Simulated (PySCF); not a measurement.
Si(H)(NCO)(OH)2 (CH₃NO₃Si), SMILES N([SiH](O)O)=C=O.

Geometry: B3LYP-D3(BJ)/def2-SVP. This is a generated structure with no PubChem entry under its InChIKey; it may be hypothetical. Other conformers were not sampled.

Computed with PySCF with TDDFT-PBE0/def2-SVPD.

Vertical excitations. Isolated molecule, no solvent.

Computed lowest excited states:
```
state  energy (eV)  λ (nm)      f                                                                  main pairs
-----  -----------  ------  -----  --------------------------------------------------------------------------
S1            7.25     171  0.001                      HOMO→LUMO+1 45 %, HOMO−1→LUMO+1 14 %, HOMO−1→LUMO 13 %
S2            7.40     167  0.004                         HOMO→LUMO 43 %, HOMO−1→LUMO+1 27 %, HOMO→LUMO+2 9 %
S3            7.42     167  0.001   HOMO−1→LUMO 38 %, HOMO→LUMO+1 28 %, HOMO−1→LUMO+2 10 %, HOMO−1→LUMO+1 6 %
S4            7.82     159  0.021                         HOMO→LUMO+2 44 %, HOMO→LUMO 41 %, HOMO−1→LUMO+1 9 %
S5            7.89     157  0.010                                        HOMO−1→LUMO+2 59 %, HOMO−1→LUMO 31 %
S6            8.16     152  0.031                                                            HOMO−2→LUMO 81 %
S7            8.45     147  0.081  HOMO−2→LUMO+1 26 %, HOMO−3→LUMO 14 %, HOMO→LUMO+3 12 %, HOMO−1→LUMO+3 12 %
S8            8.53     145  0.230  HOMO→LUMO+2 21 %, HOMO−2→LUMO+1 19 %, HOMO−1→LUMO+1 16 %, HOMO→LUMO+3 13 %
S9            8.60     144  0.035                    HOMO−2→LUMO+1 37 %, HOMO→LUMO+3 26 %, HOMO−1→LUMO+3 12 %
S10           8.77     141  0.036    HOMO−1→LUMO+3 34 %, HOMO−1→LUMO+4 20 %, HOMO→LUMO+3 9 %, HOMO→LUMO+4 9 %
T1            6.56     189      0       HOMO−1→LUMO+1 27 %, HOMO→LUMO+2 13 %, HOMO→LUMO 11 %, HOMO→LUMO+1 9 %
T2            6.86     181      0        HOMO→LUMO+1 26 %, HOMO−1→LUMO+1 19 %, HOMO→LUMO+4 9 %, HOMO→LUMO 9 %
T3            6.86     181      0    HOMO−1→LUMO+1 19 %, HOMO→LUMO+1 16 %, HOMO→LUMO+2 13 %, HOMO→LUMO+3 10 %
T4            7.26     171      0        HOMO−1→LUMO 31 %, HOMO→LUMO+1 25 %, HOMO−1→LUMO+2 9 %, HOMO→LUMO 7 %
```
Triplets are in the Tamm–Dancoff approximation, which puts them higher than full response would, so one can lie above its singlet here.
